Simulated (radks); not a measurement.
The numbers below are computed, except where a source is named.
Co, configuration [Ar] 3d7 4s2.

Level of theory: scalar-relativistic Kohn-Sham, r2SCAN, spin-polarised, spherical densities, finite nucleus; open shells are filled with parallel spins first; meta-GGA in the generalised Kohn-Sham scheme; Fermi nuclear charge, rms radius 3.7875 fm (a radial shooting solver on a logarithmic mesh with Libxc functionals).

Energy parts (hartree):
part                       energy
total                 -1393.44571
kinetic                1411.46849
electron-nucleus      -3338.09637
Hartree                 592.80841
exchange-correlation    -59.62624

Orbitals (lengths in bohr, moments of r in powers of bohr; <r^-3> diverges for s and p1/2):
orbital,occ.,eigenvalue (hartree),<r^2>,<r^-3>
1s up,1,-279.9672,0.004249,-
1s down,1,-279.9676,0.004249,-
2s up,1,-33.41684,0.07688,-
2s down,1,-33.34300,0.07664,-
2p up,3,-28.55596,0.06221,549.0
2p down,3,-28.49989,0.06196,550.6
3s up,1,-3.96119,0.6882,-
3s down,1,-3.80264,0.6934,-
3p up,3,-2.55707,0.7818,69.08
3p down,3,-2.39987,0.7926,67.94
3d up,5,-0.36648,1.440,6.012
3d down,2,-0.22473,1.772,5.572
4s up,1,-0.21859,9.247,-
4s down,1,-0.19858,10.40,-
4p up,0,-0.03674,15.79,2.561
4p down,0,-0.03429,18.35,2.006

The highest occupied level is 4s down at -5.404 eV. Summed over all electrons, <r^2> = 37.03 bohr^2, which gives a Langevin (diamagnetic) susceptibility term of -29.3 x 10^-6 cm^3/mol. The density falls to 0.001 e/bohr^3 at r = 4.40 bohr. The spin density at the nucleus is 0.587 e/bohr^3 (1s 0.034, 2s -2.169, 3s 1.423, 4s 1.298). Spin moment in Bohr magnetons: 3. For comparison, the ionisation energy in NIST's Atomic Spectra Database is 7.881 eV (measured). In exact Kohn-Sham theory the highest level is minus the ionisation energy, but local and semilocal functionals leave it too shallow, through self-interaction and a potential that decays too fast; potentials with the right tail come closer.
